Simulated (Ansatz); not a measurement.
The cluster Sn₂Te₃, 5 atoms. Hardware: 4 threads of Arm Neoverse V2 on a shared host.

In the def2 sets Sn, Te take a core potential; there is no spin–orbit coupling. Correlated methods freeze 20 core orbitals; core or outer-core shells of Sn, Te are correlated, in sets that lack core-valence functions.

(1) How many basis functions does each of these Ansatz runs have, and roughly what does it cost? r2SCAN-D4/def2-TZVP, charge 0 singlet, energy, from earlier orbitals; HF/STO-3G, charge 0 singlet, energy; CCSD(T)/def2-SVP, charge 0 singlet, energy, from earlier orbitals; PBE0-D4/def2-SVP, charge 0 singlet, energy, from earlier orbitals; LDA (SPW92)/def2-TZVP, charge 0 singlet, energy, from earlier orbitals; PBE-D4/def2-TZVP, charge 0 singlet, energy and forces, from earlier orbitals; PBE0-D4/def2-SVP, charge 0 singlet, relaxation, 7 steps; LC-ωPBE/def2-TZVP, charge 0 singlet, energy, from earlier orbitals; MP2/def2-TZVP, charge 0 singlet, energy, from earlier orbitals; PBE0-D4/def2-TZVP, charge 0 singlet, energy, from earlier orbitals; PBE-D4/def2-SVP, charge 0 singlet, energy, from earlier orbitals; r2SCAN0-D4/def2-TZVP, charge 0 singlet, energy, from earlier orbitals.

Answers

(1) Other jobs shared the machine, so times can vary by a factor of up to 3. A dash marks memory too small to be measured apart from the calling script's.

| run | functions | fitting or Cholesky vectors | wall time | peak host memory (GiB) |
| --- | --- | --- | --- | --- |
| PBE-D4/def2-SVP, charge 0 singlet, energy, from earlier orbitals | 130 | 1542 | 1.8 s | – |
| LDA (SPW92)/def2-TZVP, charge 0 singlet, energy, from earlier orbitals | 250 | 1934 | 2.4 s | – |
| PBE0-D4/def2-SVP, charge 0 singlet, energy, from earlier orbitals | 130 | 1683 | 3.6 s | – |
| HF/STO-3G, charge 0 singlet, energy | 135 | 1579 | 4.7 s | 0.82 |
| PBE-D4/def2-TZVP, charge 0 singlet, energy and forces, from earlier orbitals | 250 | 1934 | 5 s | – |
| LC-ωPBE/def2-TZVP, charge 0 singlet, energy, from earlier orbitals | 250 | 1934 | 6.5 s | 0.68 |
| r2SCAN-D4/def2-TZVP, charge 0 singlet, energy, from earlier orbitals | 250 | 1934 | 9 s | – |
| PBE0-D4/def2-TZVP, charge 0 singlet, energy, from earlier orbitals | 250 | 2236 | 10 s | 1.3 |
| MP2/def2-TZVP, charge 0 singlet, energy, from earlier orbitals | 250 | 2404 | 11 s | 1.1 |
| r2SCAN0-D4/def2-TZVP, charge 0 singlet, energy, from earlier orbitals | 250 | 2236 | 14 s | 1.3 |
| PBE0-D4/def2-SVP, charge 0 singlet, relaxation, 7 steps | 130 | 1890 | 27 s | – |
| CCSD(T)/def2-SVP, charge 0 singlet, energy, from earlier orbitals | 130 | 1683 | 49 s | 1.1 |
